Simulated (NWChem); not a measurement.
System: AlH2OCl; SMILES [Cl][AlH][OH]

Input file for NWChem:

```
start job
memory heap 200 mb stack 900 mb global 1100 mb
geometry units angstroms
  Al    -0.696580    -0.222239    -0.112240
  H     -1.701339    -1.278035     0.274081
  Cl     1.179183    -0.249532     0.655944
  O     -1.229783     0.911910    -1.169352
  H     -1.607368     1.529034    -1.779965
end
basis spherical
  * library def2-svp
end
dft
  xc pbe0
  iterations 150
end
driver
  maxiter 120
end
task dft optimize
task dft freq
```

NWChem printed, in part:

```
             Northwest Computational Chemistry Package (NWChem) 7.3.0
             --------------------------------------------------------

 CS  symmetry detected

                             Geometry "geometry" -> ""
                             -------------------------

 Output coordinates in angstroms (scale by  1.889725989 to convert to a.u.)

  No.       Tag          Charge          X              Y              Z
 ---- ---------------- ---------- -------------- -------------- --------------
    1 Al                  13.0000    -0.48225118     0.49138755     0.00000000
    2 H                    1.0000    -1.96030989     0.78943458     0.00000000
    3 Cl                  17.0000     0.18671321    -1.42220202     0.00000000
    4 O                    8.0000     0.50558458     1.79992325     0.00000000
    5 H                    1.0000     1.01077402     2.60057561     0.00000000

 Effective nuclear repulsion energy (a.u.)     132.0312355192

      Symmetry information
      --------------------

 Group name             Cs
 Group number              2
 Group order               2
 No. of unique centers     5

                                Z-matrix (autoz)
                                --------

 Units are Angstrom for bonds and degrees for angles

      Type          Name      I     J     K     L     M      Value
      ----------- --------  ----- ----- ----- ----- ----- ----------
    1 Stretch                  1     2                       1.50781
    2 Stretch                  1     3                       2.02715
    3 Stretch                  1     4                       1.63954
    4 Stretch                  4     5                       0.94671
    5 Bend                     2     1     3               120.66959
    6 Bend                     2     1     4               115.64910
    7 Bend                     3     1     4               123.68131
    8 Bend                     5     1     2               113.89275
    9 Bend                     5     1     3               125.43765
   10 Torsion                  1     2     4     5         180.00000
   11 Torsion                  1     3     4     5         180.00000
   12 Torsion                  3     2     1     4         180.00000
   13 Torsion                  2     3     1     4         180.00000

                           NWChem Geometry Optimization
                           ----------------------------

 maximum gradient threshold         (gmax) =   0.000450
 rms gradient threshold             (grms) =   0.000300
 maximum cartesian step threshold   (xmax) =   0.001800
 rms cartesian step threshold       (xrms) =   0.001200
 fixed trust radius                (trust) =   0.300000
 source of zmatrix                         =   autoz

          -------------------
          Energy Minimization
          -------------------

 Using diagonal initial Hessian
 Scaling for Hessian diagonals: bonds = 1.00  angles = 0.25  torsions = 0.10

          --------
          Step   0

                                 NWChem DFT Module
                                 -----------------

 Summary of "ao basis" -> "ao basis" (spherical)
 ------------------------------------------------------------------------------
       Tag                 Description            Shells   Functions and Types
 ---------------- ------------------------------  ------  ---------------------
 Al                         def2-svp                 8       18   4s3p1d
 H                          def2-svp                 3        5   2s1p
 Cl                         def2-svp                 8       18   4s3p1d
 O                          def2-svp                 6       14   3s2p1d

      Symmetry analysis of basis
      --------------------------

        a'         44
        a"         16

            General Information
            -------------------
          SCF calculation type: DFT
          Wavefunction type:  closed shell.
          No. of atoms     :     5
          No. of electrons :    40
           Alpha electrons :    20
            Beta electrons :    20
          Charge           :     0
          Spin multiplicity:     1
          Use of symmetry is: on ; symmetry adaption is: on
          Maximum number of iterations: 150
          AO basis - number of functions:    60
                     number of shells:    28
          Convergence on energy requested:  1.00D-06
          Convergence on density requested:  1.00D-05
          Convergence on gradient requested:  5.00D-04

              XC Information
              --------------
                         PBE0 Method XC Functional
                     Hartree-Fock (Exact) Exchange  0.250
          PerdewBurkeErnzerhof Exchange Functional  0.750
            Perdew 1991 LDA Correlation Functional  1.000 local
           PerdewBurkeErnz. Correlation Functional  1.000 non-local

             Grid Information
             ----------------
          Grid used for XC integration:  medium
          Radial quadrature: Mura-Knowles
          Angular quadrature: Lebedev.
          Tag              B.-S. Rad. Rad. Pts. Rad. Cut. Ang. Pts.
          ---              ---------- --------- --------- ---------
          Al                  1.25       88           8.0       590
          H                   0.35       45          10.0       434
          Cl                  1.00       88          11.0       590
          O                   0.60       49           8.0       434
          Grid pruning is: on
          Number of quadrature shells:   315
          Spatial weights used:  Erf1

      Superposition of Atomic Density Guess
      -------------------------------------

 Sum of atomic energies:        -776.80464830

      Non-variational initial energy
      ------------------------------

 Total energy =    -777.400410
 1-e energy   =   -1337.863670
 2-e energy   =     428.432024
 HOMO         =      -0.419300
 LUMO         =       0.021350

      Symmetry analysis of molecular orbitals - initial
      -------------------------------------------------

  Numbering of irreducible representations:

     1 a'          2 a"

  Orbital symmetries:

     1 a'          2 a'          3 a'          4 a'          5 a'
     6 a'          7 a"          8 a'          9 a'         10 a'
    11 a"         12 a'         13 a'         14 a'         15 a'
    16 a'         17 a"         18 a'         19 a"         20 a'
    21 a'         22 a"         23 a'         24 a'         25 a'
    26 a'         27 a'         28 a"         29 a'         30 a"

   convergence    iter        energy       DeltaE   RMS-Dens  Diis-err
 ---------------- ----- ----------------- --------- --------- ---------
 d= 0,ls=0.0,diis     1   -778.4694533561 -9.11D+02  1.82D-02  6.35D-01
 d= 0,ls=0.0,diis     2   -778.4074423484  6.20D-02  1.07D-02  1.30D+00
 d= 0,ls=0.0,diis     3   -778.5347470519 -1.27D-01  1.83D-03  1.72D-02
 d= 0,ls=0.0,diis     4   -778.5363007893 -1.55D-03  7.40D-04  2.14D-03
 d= 0,ls=0.0,diis     5   -778.5366141331 -3.13D-04  7.36D-05  2.65D-05
  Resetting Diis
 d= 0,ls=0.0,diis     6   -778.5366172675 -3.13D-06  8.18D-06  4.27D-07
 d= 0,ls=0.0,diis     7   -778.5366173175 -4.99D-08  2.27D-06  6.95D-09

         Total DFT energy =     -778.536617317477
      One electron energy =    -1340.721823727698
           Coulomb energy =      486.185457033032
    Exchange-Corr. energy =      -56.031486141997
 Nuclear repulsion energy =      132.031235519185

 Numeric. integr. density =       39.999999444350

                  Occupations of the irreducible representations
                  ----------------------------------------------

                     irrep           alpha         beta
                     --------     --------     --------
                     a'               16.0         16.0
                     a"                4.0          4.0

                       DFT Final Molecular Orbital Analysis
                       ------------------------------------

 Vector   18  Occ=2.000000D+00  E=-3.373866D-01  Symmetry=a"
              MO Center=  3.1D-01,  7.5D-02, -3.3D-16, r^2= 3.4D+00
   Bfn.  Coefficient  Atom+Function         Bfn.  Coefficient  Atom+Function
  ----- ------------  ---------------      ----- ------------  ---------------
    36      0.482209  3 Cl pz                47     -0.417395  4 O  pz
    33      0.344874  3 Cl pz                50     -0.328469  4 O  pz
    30      0.202518  3 Cl pz                15     -0.074081  1 Al d -1

 Vector   19  Occ=2.000000D+00  E=-3.323322D-01  Symmetry=a'
              MO Center=  1.6D-01, -6.2D-01, -2.2D-15, r^2= 3.0D+00
   Bfn.  Coefficient  Atom+Function         Bfn.  Coefficient  Atom+Function
  ----- ------------  ---------------      ----- ------------  ---------------
    34      0.527209  3 Cl px                31      0.389069  3 Cl px
    28      0.226694  3 Cl px                45     -0.212011  4 O  px
    46      0.188779  4 O  py                35      0.185571  3 Cl py
    48     -0.179734  4 O  px                32      0.134020  3 Cl py
    49      0.128654  4 O  py                19      0.080687  2 H  s

[...]

      ----------------------
      Optimization converged
      ----------------------

  Step       Energy      Delta E   Gmax     Grms     Xrms     Xmax
  ---- ---------------- -------- -------- -------- -------- --------
@   16    -778.54484627 -3.4D-08  0.00001  0.00000  0.00038  0.00115
                                     ok       ok       ok       ok

                                Z-matrix (autoz)
                                --------

 Units are Angstrom for bonds and degrees for angles

      Type          Name      I     J     K     L     M      Value     Gradient
      ----------- --------  ----- ----- ----- ----- ----- ---------- ----------
    1 Stretch                  1     2                       1.56667   -0.00000
    2 Stretch                  1     3                       2.10423   -0.00000
    3 Stretch                  1     4                       1.69161   -0.00000
    4 Stretch                  4     5                       0.95829   -0.00000
    5 Bend                     2     1     3               121.27549    0.00000
    6 Bend                     2     1     4               118.59732   -0.00001
    7 Bend                     3     1     4               120.12719    0.00001
    8 Bend                     5     1     2               136.96166    0.00001
    9 Bend                     5     1     3               101.76284   -0.00001
   10 Torsion                  1     2     4     5           0.00000    0.00000
   11 Torsion                  1     3     4     5         180.00000    0.00000
   12 Torsion                  3     2     1     4         180.00000    0.00000
   13 Torsion                  2     3     1     4         180.00000    0.00000

                         Geometry "geometry" -> "geometry"
                         ---------------------------------

 Output coordinates in angstroms (scale by  1.889725989 to convert to a.u.)

  No.       Tag          Charge          X              Y              Z
 ---- ---------------- ---------- -------------- -------------- --------------
    1 Al                  13.0000    -0.57932649     0.60874108     0.00000000
    2 H                    1.0000    -2.14387117     0.69028127     0.00000000
    3 Cl                  17.0000     0.41800923    -1.24412596     0.00000000
    4 O                    8.0000     0.30656698     2.04982592     0.00000000
    5 H                    1.0000     1.25913218     2.15439666     0.00000000

 Effective nuclear repulsion energy (a.u.)     128.6457428215

      Symmetry information
      --------------------

 Group name             Cs
 Group number              2
 Group order               2
 No. of unique centers     5

                Final and change from initial internal coordinates
                --------------------------------------------------

                                Z-matrix (autoz)
                                --------

 Units are Angstrom for bonds and degrees for angles

      Type          Name      I     J     K     L     M      Value       Change
      ----------- --------  ----- ----- ----- ----- ----- ---------- ----------
    1 Stretch                  1     2                       1.56667    0.05886
    2 Stretch                  1     3                       2.10423    0.07708
    3 Stretch                  1     4                       1.69161    0.05207
    4 Stretch                  4     5                       0.95829    0.01158
    5 Bend                     2     1     3               121.27549    0.60590
    6 Bend                     2     1     4               118.59732    2.94822
    7 Bend                     3     1     4               120.12719   -3.55412
    8 Bend                     5     1     2               136.96166   23.06891
    9 Bend                     5     1     3               101.76284  -23.67481
   10 Torsion                  1     2     4     5           0.00000 -180.00000
   11 Torsion                  1     3     4     5         180.00000    0.00000
   12 Torsion                  3     2     1     4         180.00000    0.00000
   13 Torsion                  2     3     1     4         180.00000    0.00000

[...]

 Rotational Constants
 --------------------
 A=   0.828085 cm-1  (  1.191403 K)
 B=   0.122158 cm-1  (  0.175754 K)
 C=   0.106454 cm-1  (  0.153160 K)

 Temperature                      =   298.15K
 frequency scaling parameter      =   1.0000

 Zero-Point correction to Energy  =   13.936 kcal/mol  (  0.022208 au)
 Thermal correction to Energy     =   16.768 kcal/mol  (  0.026722 au)
 Thermal correction to Enthalpy   =   17.361 kcal/mol  (  0.027666 au)

 Total Entropy                    =   68.954 cal/mol-K
   - Translational                =   39.034 cal/mol-K (mol. weight =  79.9609)
   - Rotational                   =   24.508 cal/mol-K (symmetry #  =        1)
   - Vibrational                  =    5.411 cal/mol-K

 Cv (constant volume heat capacity) =   14.279 cal/mol-K
   - Translational                  =    2.979 cal/mol-K
   - Rotational                     =    2.979 cal/mol-K
   - Vibrational                    =    8.320 cal/mol-K

[normal modes left out]

 ----------------------------------------------------------------------------
 Normal Eigenvalue ||           Projected Infra Red Intensities
  Mode   [cm**-1]  || [atomic units] [(debye/angs)**2] [(KM/mol)] [arbitrary]
 ------ ---------- || -------------- ----------------- ---------- -----------
    1       -0.000 ||    0.000142           0.003         0.139       0.019
    2       -0.000 ||    0.000798           0.018         0.778       0.108
    3       -0.000 ||    0.000046           0.001         0.045       0.006
    4       -0.000 ||    0.000097           0.002         0.095       0.013
    5        0.000 ||    0.000002           0.000         0.002       0.000
    6        0.000 ||    0.000761           0.018         0.742       0.103
    7      206.795 ||    0.027644           0.638        26.949       3.743
    8      378.390 ||    0.241696           5.576       235.617      32.729
    9      495.693 ||    0.055048           1.270        53.663       7.454
   10      505.882 ||    0.026829           0.619        26.154       3.633
   11      562.310 ||    0.146556           3.381       142.870      19.846
   12      686.026 ||    0.262699           6.061       256.092      35.573
   13      899.073 ||    0.106087           2.448       103.419      14.366
   14     2029.708 ||    0.117092           2.701       114.147      15.856
   15     3989.171 ||    0.122216           2.820       119.142      16.550
 ----------------------------------------------------------------------------
```

Level: PBE0/def2-SVP.
